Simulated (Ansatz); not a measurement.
C2H6AlNS at its PBE0-D4/def2-TZVP geometry, where that method's forces vanish. The species carries charge 0 and has multiplicity 1. The bonds changed during the relaxation, so this is another structure than the one it started from.

```xyz
11

C     1.4581    0.5312    1.0001
C     0.1708    0.1643    0.3497
N     0.0822   -0.3644   -0.8373
S    -1.3361    0.4151    1.1306
Al   -1.8437   -0.5395   -0.9646
H     2.3128    0.2999    0.3627
H     1.5556   -0.0050    1.9461
H     1.4583    1.5978    1.2336
H     0.9391   -0.5350   -1.3450
H    -2.4768    0.4865   -1.9969
H    -2.3202   -2.0510   -0.8790
```

**Question.** What forces (eV/Å) does r2SCAN-D4/def2-TZVPP give on these atoms in Ansatz? (Best estimate.)

**Answer.** The calculation gave: 
```
C1   0.085  0.029  0.054
C2   0.039  0.098  0.217
N3  -0.075 -0.188 -0.415
S4  -0.134  0.055  0.144
Al5  0.020 -0.007 -0.018
H6  -0.018  0.002  0.007
H7   0.008  0.023 -0.005
H8   0.010 -0.019  0.013
H9   0.051  0.001 -0.005
H10  0.008 -0.023  0.016
H11  0.005  0.028 -0.007
```
